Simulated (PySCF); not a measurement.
propan-2-ylcyclopropane (C6H12), SMILES CC(C)C1CC1.

Geometry: PBE-D3(BJ)/def2-SVP. Other conformers were not sampled.

Level of theory: PBE-D3(BJ)/def2-SVP (PySCF).

No scaling factor is applied to the harmonic values.

| mode | ν (cm⁻¹) | IR (km/mol) | moving atoms (share of kinetic energy) |
|---|---|---|---|
| 1 | 57 | 0.0 | C 59 %, H 41 % |
| 2 | 217 | 0.0 | H 72 %, C 28 % |
| 3 | 242 | 0.1 | H 75 %, C 25 % |
| 4 | 252 | 0.1 | H 55 %, C 45 % |
| 5 | 275 | 0.1 | H 57 %, C 43 % |
| 6 | 361 | 0.2 | C 56 %, H 44 % |
| 7 | 432 | 0.2 | C 65 %, H 35 % |
| 8 | 509 | 0.8 | C 54 %, H 46 % |
| 9 | 707 | 2.4 | C 56 %, H 44 % |
| 10 | 763 | 0.8 | H 90 %, C 10 % |
| 11 | 798 | 4.5 | H 86 %, C 14 % |
| 12 | 872 | 4.2 | C 59 %, H 41 % |
| 13 | 891 | 1.3 | H 78 %, C 22 % |
| 14 | 904 | 7.5 | C 64 %, H 36 % |
| 15 | 929 | 0.9 | H 68 %, C 32 % |
| 16 | 957 | 10.4 | H 59 %, C 41 % |
| 17 | 1007 | 5.9 | H 59 %, C 41 % |
| 18 | 1021 | 1.2 | H 66 %, C 34 % |
| 19 | 1031 | 1.6 | H 60 %, C 40 % |
| 20 | 1078 | 6.6 | H 73 %, C 27 % |
| 21 | 1096 | 2.7 | H 70 %, C 30 % |
| 22 | 1125 | 2.3 | C 53 %, H 47 % |
| 23 | 1141 | 0.5 | H 68 %, C 32 % |
| 24 | 1164 | 0.2 | C 50 %, H 50 % |
| 25 | 1213 | 1.1 | H 66 %, C 34 % |
| 26 | 1282 | 4.4 | H 73 %, C 27 % |
| 27 | 1308 | 4.3 | H 70 %, C 30 % |
| 28 | 1332 | 5.5 | H 62 %, C 38 % |
| 29 | 1341 | 5.3 | H 71 %, C 29 % |
| 30 | 1360 | 5.7 | H 74 %, C 26 % |
| 31 | 1381 | 1.6 | H 92 %, C 8 % |
| 32 | 1409 | 0.5 | H 96 % |
| 33 | 1415 | 1.8 | H 94 % |
| 34 | 1427 | 9.6 | H 96 % |
| 35 | 1435 | 6.0 | H 93 % |
| 36 | 1451 | 4.0 | H 52 %, C 48 % |
| 37 | 2941 | 25.9 | H 92 % |
| 38 | 2961 | 27.1 | H 97 % |
| 39 | 2969 | 17.5 | H 97 % |
| 40 | 3048 | 8.6 | H 91 %, C 9 % |
| 41 | 3052 | 19.0 | H 91 %, C 9 % |
| 42 | 3054 | 30.7 | H 91 %, C 9 % |
| 43 | 3059 | 24.2 | H 92 % |
| 44 | 3060 | 13.7 | H 94 % |
| 45 | 3063 | 27.3 | H 92 %, C 8 % |
| 46 | 3065 | 9.2 | H 94 % |
| 47 | 3146 | 0.2 | H 89 %, C 11 % |
| 48 | 3157 | 14.6 | H 89 %, C 11 % |
